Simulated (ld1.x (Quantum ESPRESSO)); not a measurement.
# carbon: excitation energies, all-electron against PAW

* Element: carbon
* Generator: ld1.x (Quantum ESPRESSO) 7.5
* Type: PAW
* Functional: PBEsol
* Relativity: non-relativistic
* Frozen core: [He]
* Valence charge: 4
* Reference configuration: 2s2 2p2
* Partial waves: 2s (bound): rcut 1.15, rcutus 1.30 bohr; 2s channel at 3.55 Ry: rcut 1.15, rcutus 1.30 bohr; 2p (bound): rcut 1.70, rcutus 1.80 bohr; 2p channel at 0.05 Ry: rcut 1.70, rcutus 1.80 bohr
* Local potential: all-electron potential smoothed inside 1.05 bohr (lloc = -1)
* Core correction: a·sin(br)/r model core, default radius (ld1.x builds one for every PAW set, though the input has nlcc=.false.)
* Augmentation charge: BESSEL, radius 1.10 bohr

Energies are relative to the spin-unpolarised reference configuration 2s2 2p2; without spin polarisation the order of configurations can differ from experiment.

| valence configuration | charge | ΔE all-electron (eV) | error AE − PS (meV) |
| --- | --- | --- | --- |
| 2s1 2p0 | +3 | 82.757 | -16 |
| 2s2 2p1.5 | +0.5 | 3.934 | 0.0 |
| 2s1 2p2 | +1 | 19.488 | +0.1 |
| 2s1 2p3 | 0 | 8.412 | +0.1 |
| 2s2 2p2.3 | -0.3 | -1.145 | 0.0 |

Task: What are ΔE and the potential's error for 2s2 2p0?

Result: ΔE = 34.814 eV all-electron; the error (AE − PS) is -1.6 meV.

Task: What are ΔE and the potential's error for 2s2 2p1?

Result: ΔE = 10.792 eV all-electron; the error (AE − PS) is -0.3 meV.

ld1.x printed “convergence not achieved” for 2 of the counted tests; their residual had stalled under 1e-8, short of the target of 1e-14.
